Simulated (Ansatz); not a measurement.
trans-(1R,2R)-1-bromo-2-fluorocyclopropane (C3H4BrF), SMILES Br[C@H]1[C@H](F)C1.

Coordinates come from a PBE0-D3(BJ)/def2-SVP optimisation.

Two levels are set side by side: PBE/def2-SVPD (Ansatz, an electronic-structure program) and CAM-B3LYP/def2-SVPD (Ansatz). Energy differences of separate SCF runs at the same geometry; the states with an electron removed or added have multiplicity 2 and 2. Differences are taken from unrounded values.

```csv
quantity,CAM-B3LYP
vertical ionisation energy (eV),10.25
vertical singlet–triplet gap (eV),5.47
```

Task: What does PBE give, and how far is it from CAM-B3LYP? (An estimate is asked for; the answer gives what the named calculation found.)

Result: 
```csv
quantity,PBE,PBE minus CAM-B3LYP
vertical ionisation energy (eV),9.69,-0.57
vertical singlet–triplet gap (eV),4.96,-0.51
```
